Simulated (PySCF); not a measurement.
## Correlation energy of Pb(2+) (lead, charge +2)

[Xe] 4f14 5d10 6s2, closed-shell 1S. All numbers are calculated (PySCF 2.14, scalar relativity by spin-free X2C-1e, in ANO-RCC-VTZP). Frozen: [Kr] 4d10 4f14; 20 electrons correlated.

```tsv
level	correlation energy (mhartree)
CCSD	-571.87
(T)	-14.98
CCSD(T)	-586.85
```

Diagnostics: T1 = 0.0067, D1 = 0.0217, largest double amplitude 0.056.

Cost of the coupled-cluster step: about 2.6 core-seconds, for 20 correlated electrons.

Iterations:

```
CC2 = 0
CCSD nocc = 10, nmo = 63
frozen orbitals [0, 1, 2, 3, 4, 5, 6, 7, 8, 9, 10, 11, 12, 13, 14, 15, 16, 17, 18, 19, 20, 21, 22, 24, 25, 26, 27, 28, 29, 30]
max_cycle = 100
direct = 0
conv_tol = 1e-08
conv_tol_normt = 1e-06
diis_space = 8
diis_start_cycle = 0
Init t2, MP2 energy = -20878.9544895793  E_corr(MP2) -0.609994903446565
Init E_corr(CCSD) = -0.609994903451189
cycle = 1  E_corr(CCSD) = -0.558121709065647  dE = 0.0518731944  norm(t1,t2) = 0.0373627
cycle = 2  E_corr(CCSD) = -0.573040990372627  dE = -0.0149192813  norm(t1,t2) = 0.01021
cycle = 3  E_corr(CCSD) = -0.571293992836892  dE = 0.00174699754  norm(t1,t2) = 0.00283232
cycle = 4  E_corr(CCSD) = -0.571843248038323  dE = -0.000549255201  norm(t1,t2) = 0.000919148
cycle = 5  E_corr(CCSD) = -0.571881169262863  dE = -3.79212245e-05  norm(t1,t2) = 8.04867e-05
cycle = 6  E_corr(CCSD) = -0.57187282205976  dE = 8.3472031e-06  norm(t1,t2) = 1.51402e-05
cycle = 7  E_corr(CCSD) = -0.571873270291768  dE = -4.48232007e-07  norm(t1,t2) = 2.50163e-06
cycle = 8  E_corr(CCSD) = -0.571873600277956  dE = -3.29986188e-07  norm(t1,t2) = 3.77078e-07
cycle = 9  E_corr(CCSD) = -0.57187359701706  dE = 3.26089555e-09  norm(t1,t2) = 4.70516e-08
CCSD converged
E(CCSD) = -20878.91636827283  E_corr = -0.5718735970170604
CCSD(T) correction = -0.0149831589415265
```
